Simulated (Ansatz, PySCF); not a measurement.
C₂H₉ClOSi₂, SMILES CCO[SiH2][SiH2]Cl. Atoms are numbered in the order given.

```xyz
15

C      3.9612    -0.7179    -0.2163
C      2.8439     0.0440    -0.9023
O      1.6226    -0.1974    -0.2188
Si     0.1448     0.4536    -0.6464
Si    -1.3955    -0.3730     0.9100
Cl    -3.2461     0.4473     0.3685
H      4.0604    -0.3932     0.8310
H      4.9206    -0.5462    -0.7295
H      3.7486    -1.7980    -0.2215
H      3.0664     1.1290    -0.9084
H      2.7553    -0.2738    -1.9596
H      0.1749     1.9489    -0.6016
H     -0.2492     0.0472    -2.0314
H     -1.5078    -1.8575     0.8688
H     -1.0821     0.0497     2.3032
```
Charge 0, spin multiplicity 1.

The structure is a stationary point at B3LYP-D3(BJ)/def2-SVP. This is a generated structure with no PubChem entry under its InChIKey; it may be hypothetical. One conformer was computed; it need not be the lowest.

Two levels are set side by side: PBE-D3(BJ)/def2-SVP (Ansatz, an electronic-structure program) and B3LYP-D3(BJ)/def2-SVP (Ansatz). Each level has its own optimised geometry; the coordinates shown are those of the second. Frequencies come from the Hessian of PySCF at each geometry. Differences are taken from unrounded values.

```tsv
quantity	B3LYP-D3(BJ)	PBE-D3(BJ)	PBE-D3(BJ) minus B3LYP-D3(BJ)
mean bond length (Å)	1.467	1.476	0.009
bond C1–C2 (Å)	1.516	1.518	0.002
bond C2–O3 (Å)	1.420	1.427	0.007
bond O3–Si4 (Å)	1.670	1.685	0.014
bond Si4–Si5 (Å)	2.341	2.346	0.005
bond Si5–Cl6 (Å)	2.095	2.097	0.002
bond C1–H7 (Å)	1.101	1.108	0.007
bond C1–H8 (Å)	1.101	1.109	0.007
bond C1–H9 (Å)	1.101	1.108	0.007
bond C2–H10 (Å)	1.108	1.117	0.009
bond C2–H11 (Å)	1.108	1.117	0.009
bond Si4–H12 (Å)	1.496	1.511	0.014
bond Si4–H13 (Å)	1.496	1.511	0.014
bond Si5–H14 (Å)	1.489	1.503	0.014
bond Si5–H15 (Å)	1.489	1.503	0.014
highest harmonic wavenumber (cm⁻¹)	3128	3076	-52
mean harmonic wavenumber (cm⁻¹)	1200	1164	-35
zero-point energy (kcal/mol)	66.88	64.91	-1.97
```

GGA bonds tend to be longer and softer than those of functionals with exact exchange. Differences between two approximate levels are no errors against the true value.
